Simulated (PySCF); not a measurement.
Compound: C₄H₆N₂O₂S.
InChI=1S/C4H6N2O2S/c1-7-3-4(8-2)9-6-5-3/h1-2H3

The calculation used TDDFT wB97X-D/def2-SVPD, vertical, gas phase, core orbitals frozen in the response in PySCF. Isolated species at its GFN2-xTB geometry (one conformer only). Torsions of this conformer, `[CH3:1][O:2][c:3]1[n:4][n:5][s:6][c:7]1[O:8][CH3:9]`: C1–O2–C3–N4 0°, S6–C7–O8–C9 180°.

| state | E (eV) | ν̃ (cm⁻¹) | f | symmetry | main configurations (H = HOMO, L = LUMO) |
| --- | --- | --- | --- | --- | --- |
| S1 | 4.31 | 34790 | 0.0020 | – | H-1→L (98%) |
| S2 | 4.67 | 37700 | 0.094 | A′ | H→L (96%) |
| S3 | 5.06 | 40830 | 0.0012 | – | H→L+1 (93%) |
| S4 | 5.71 | 46060 | 0.030 | A′ | H-1→L+1 (59%), H-2→L (32%) |
| S5 | 6.25 | 50440 | 0.0001 | – | H-2→L+1 (89%) |
| S6 | 6.38 | 51440 | 0.071 | A′ | H-2→L (54%), H-1→L+1 (29%), H→L+7 (8%) |
| S7 | 6.38 | 51470 | 0.0090 | A″ | H→L+2 (75%), H→L+5 (17%) |
| S8 | 7.08 | 57130 | 0.0024 | A″ | H-4→L (66%), H-5→L (19%) |

Triplets, Tamm–Dancoff:

```csv
state,E (eV),λ (nm),"main configurations (H = HOMO, L = LUMO)"
T1,3.11,398.7,H→L (94%)
T2,3.60,344.2,H-1→L (94%)
T3,4.65,266.7,H-2→L (92%)
```

The lowest singlet lies at 4.31 eV (287 nm, ultraviolet) and is very weak; its leading configuration is HOMO-1→LUMO (98%). The most intense listed level is S2 at 4.67 eV (265 nm, f = 0.094), 0.36 eV above S1. S6/S7 lie within about 0.01 eV of each other. Löwdin shares by element: HOMO carbon 33% or more, oxygen 20% or more, nitrogen 17% or more (atoms not listed hold the other 30%); LUMO nitrogen 44%, sulfur 24%, carbon 18% or more. Weighted by f, the mean energy of these states is 5.50 eV. Orbital energies (eV): HOMO-3 -11.90, HOMO-2 -10.05, HOMO-1 -9.22, HOMO -8.34, LUMO 0.43, LUMO+1 1.34, LUMO+2 2.15. Of the 8 states listed, 3 reach f = 0.01 and 1 stays under 0.0005. Symmetry labels in Cs follow from the direction of the transition dipole and are given only for states with f of 0.002 or more. Only the lowest 8 singlets were computed, as vertical energies without vibronic structure.

Rough CPU time on one thread of a shared machine: about 2.3 min.
